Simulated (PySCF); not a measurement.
# Reading the logs of faulty runs: BGeH6NSi

All numbers below are calculated, not measured. They come from PySCF 2.14.0, an open-source quantum chemistry program, on an isolated molecule that a program drew, which may never have been made. The molecule is BGeH6NSi (charge 0, singlet), drawn as the SMILES string `[BH2][GeH]=[N][SiH3]`.

Each row is a Hartree-Fock (HF) and frozen-core CCSD(T) single point in the cc-pV(D+d)Z basis, meant for a local HF minimum. Run 1 is clean. Each other run has one planted mistake out of seven kinds, and not every kind appears here: one electron removed, one electron added, multiplicity raised by two, geometry at a saddle point, minimal basis STO-3G, one bond length entered in bohr, all coordinates scaled. The reference is restricted for singlets and unrestricted otherwise, and also for a bond in bohr. Adding or removing an electron swaps singlet and doublet. Electrons count all cores. HOMO and LUMO are orbital energies over both spins, the gradient is its largest component, and the lowest frequency (negative if imaginary) is given only where the gradient is small. Bond lengths are over the 9 bonds as drawn. T1 is the CCSD diagnostic: over 0.02 (restricted) or 0.045 (unrestricted) a single reference is doubtful. Germanium has the cc-pVDZ-PP basis, with a core potential (ECP10MDF) in place of its 10 inner electrons, and its 3s, 3p and 3d shells are frozen in CCSD(T).

Geometry of the clean run:
```xyz
10
BGeH6NSi, angstrom
B    -0.4827    2.8455   -1.4823
Ge   -0.4918    0.7817   -1.7782
N    -0.2792   -0.4153   -0.6199
Si   -0.0060   -0.3095    1.0615
H    -1.5013    3.4201   -1.2367
H     0.5388    3.4592   -1.5706
H    -0.7196    0.3235   -3.2225
H     1.2822   -0.9448    1.4366
H    -1.0828   -0.9900    1.8238
H     0.0502    1.0995    1.5691
```

```
run,electrons,basis functions,<S^2>,HOMO (eV),LUMO (eV),gradient (hartree/bohr),lowest frequency (cm^-1),mean bond (Å),longest bond (Å),T1,HF (hartree),CCSD(T) (hartree),mistake
1,64,104,0.000,-9.82,0.60,1.6e-05,83,1.5401,2.085,0.0194,-664.87595,-665.38797,no fault
2,65,104,0.770,-0.23,5.52,7.7e-02,-,1.5401,2.085,0.0183,-664.85413,-665.37386,one electron added
3,63,104,0.782,-16.08,-5.35,7.8e-02,-,1.5401,2.085,0.0295,-664.60569,-665.06977,one electron removed
4,64,104,0.000,-9.49,0.53,3.8e-02,-,1.6186,2.191,0.0222,-664.85331,-665.37785,?
```

**Which mistake was planted in run 4, and what did it cost?**

The mean and the longest bond both change by the same factor, 1.051, and the gradient is no longer small. So the mistake is: all coordinates scaled. Subtracting run 1 and multiplying by 627.51 kcal/mol a hartree, the energy moved by 14.2 kcal/mol in HF and 6.4 kcal/mol in CCSD(T).

Cautions from the logs. Run 2: the added electron raises the CCSD(T) energy, so it isn't bound in this basis; run 4: T1 is over the limit, so its CCSD(T) energy is less reliable.
